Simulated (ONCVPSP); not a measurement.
## PBE ONCV dataset for Mg (Z = 12), scalar-relativistic all-electron reference.

- Element: Mg
- Generator: ONCVPSP 4.0.1
- Type: optimised norm-conserving Vanderbilt (ONCV)
- Functional: PBE
- Relativity: scalar-relativistic
- Frozen core: [He]
- Valence charge: 10
- Reference configuration: 2s2 2p6 3s1.5 (charge +0.5)
- Partial waves: 2s+3s: rc 1.45 bohr, ncon 4, nbas 7, qcut 8.8 1/bohr, 2 projectors; 2p: rc 0.65 bohr, ncon 4, nbas 7, qcut 18.1 1/bohr, 2 projectors, debl 2.3 Ha
- Local potential: polynomial inside 0.60 bohr (lpopt 3, dvloc0 0 Ha)
- Core correction: none

* Cutoffs needed: 139 Ha and 163 Ha (the cutoffs (Ha) at which the residual kinetic energy of the hardest occupied pseudo-wave falls to 1 and 0.1 mHa per electron)
* Ghost test: no bound ghost flagged; no localised positive-energy state flagged
* Largest excitation error: -159 meV (all-electron minus pseudo) for 2s1 2p6 3s2, out of 4 test configurations
